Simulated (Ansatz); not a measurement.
```yaml
crystal:
  periodic: [false, false, false]
  atoms:
    - {symbol: Pt, position_ang: [0.430642, -0.713786, -1.076569]}
    - {symbol: Ni, position_ang: [-1.257978, 0.312575, 0.150594]}
    - {symbol: Ni, position_ang: [0.827335, 0.401211, 0.925974]}
basis:
  gaussian: {orbitals: def2-TZVP, initial_orbitals: start.molden}
hamiltonian: {xc: pbe}
correlation: {method: rpa}
scf: {omitted_lower_state_checks: [starts]}
```

The file start.molden holds the orbitals of an earlier run on this structure, at another level or in another basis.

```sh
$ ansatz run in.yaml --threads 4 --pin off --events-out ev --progress --plain --max-ram 3916MiB
```

Output, abridged:

```
Functional definition: PBE
1256 factors; integrals over basis functions are off by at most 4.0e-4 eV
mean field evaluation 1: about -85323.4050 eV, gradient 1.2e1 eV
mean field evaluation 2: about -85323.7216 eV, gradient 1.0e0 eV
mean field evaluation 4: about -85323.7251 eV, gradient 1.0e-1 eV
mean field evaluation 8: about -85323.7252 eV, gradient 3.1e-6 eV
mean field -85323.72517697 eV, -3135.5890657557 hartree, gradient 9.0e-6 eV, S^2 0.000000; 0 other end points of the search recorded, 0 dependent functions left out; unrestricted orbitals would lower it
mean field evaluation 16: about -85220.0897 eV, gradient 5.3e0 eV
mean field evaluation 32: about -85226.1406 eV, gradient 2.8e-2 eV
10 core orbitals not correlated: weight in the atoms' cores, before any rotation towards them, 1.000 or more for the frozen orbitals, at most 0.000 for the correlated occupied ones
reference -85215.98364216 eV, -3131.6296373810 hartree; 27, 27 occupied and 93, 93 virtual orbitals, 1256 factors
Error: the energy between an occupied orbital and the lowest state that it is excited into in its spin channel is -0.3685 eV and must be positive: a state without a gap has no random-phase energy
```

Can the result of this run be used?

No. The run stopped with an error. The reference has no gap: an occupied orbital lies above an empty one, and the correlation energy can't be formed.
